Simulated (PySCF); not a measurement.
NICS in isomers of C7H12BN.

NICS = −σ at a ghost point: NICS(0) at the centroid of the ring atoms, NICS(1) 1 Å to either side along the normal of their mean plane, zz for the tensor component along that normal. Level: GIAO PBE0/pcSseg-1 (PySCF, non-relativistic, gas phase) on the PBE0-D3(BJ)/def2-SVP geometries, one conformer each. Atom numbers follow the mapped SMILES.

Question: Order these rings by mean NICS(1)zz, lowest (most negative) first (ppm).
A. ring N4–B5–C6–C7–C8–C9 in `[CH3:1][CH:2]([CH3:3])[N:4]1[BH:5][CH:6]=[CH:7][CH:8]=[CH:9]1`
B. ring C2–C3–C4–C5–C6–B7 in `[CH3:1][C@@H:2]1[CH2:3][CH2:4][CH2:5][CH2:6][B:7]1[C:8]#[N:9]`
C. ring C4–C5–C6–C7–C8–C9 in `[CH3:1][NH2+:2][BH2-:3][c:4]1[cH:5][cH:6][cH:7][cH:8][cH:9]1`
D. ring C5–C6–C7–C8–C9 in `[CH:1]#[C:2][B:3]([NH2:4])[CH:5]1[CH2:6][CH2:7][CH2:8][CH2:9]1`
E. ring N4–C5–C6–C7–C8–C9 in `[CH3:1][CH2:2][BH2-:3][n+:4]1[cH:5][cH:6][cH:7][cH:8][cH:9]1`

Answer: C (-28.7), E (-26.9), A (-20.3), D (-5.0), B (3.1).

| SMILES | ring | NICS(0) | NICS(1) | NICS(1)zz | HOMA | rms pucker (Å) | ring atoms with four or more neighbours |
| --- | --- | --- | --- | --- | --- | --- | --- |
| C[NH2+][BH2-]c1ccccc1 | 6-membered carbocycle; formal bonds all aromatic | -7.8 | -11.1 | -28.7 | 0.97 | 0.00 | 0 |
| CC[BH2-][n+]1ccccc1 | 6-membered ring with N; formal bonds all aromatic | -7.8 | -10.7 | -26.9 | 1.00 | 0.00 | 0 |
| CC(C)N1BC=CC=C1 | 6-membered ring with B and N; formal bonds 2 double, 4 single | -5.9 | -8.1 | -20.3 | – | 0.00 | 0 |
| C#CB(N)C1CCCC1 | 5-membered carbocycle; formal bonds all single | -5.9 | -4.2 | -5.0 | – | 0.19 | 5 |
| C[C@@H]1CCCCB1C#N | 6-membered ring with B; formal bonds all single | 1.4 | -1.2 | 3.1 | – | 0.20 | 5 |

NICS(0) ties some rings at the printed digit and otherwise keeps the order. The isotropic NICS(1) gives the same order. HOMA uses Krygowski's 1993 parameters; it is left out where a ring has a four-coordinate atom, a triple bond, no multiple bond or a kind of bond without parameters. NICS(1) and NICS(1)zz are means over the two faces.
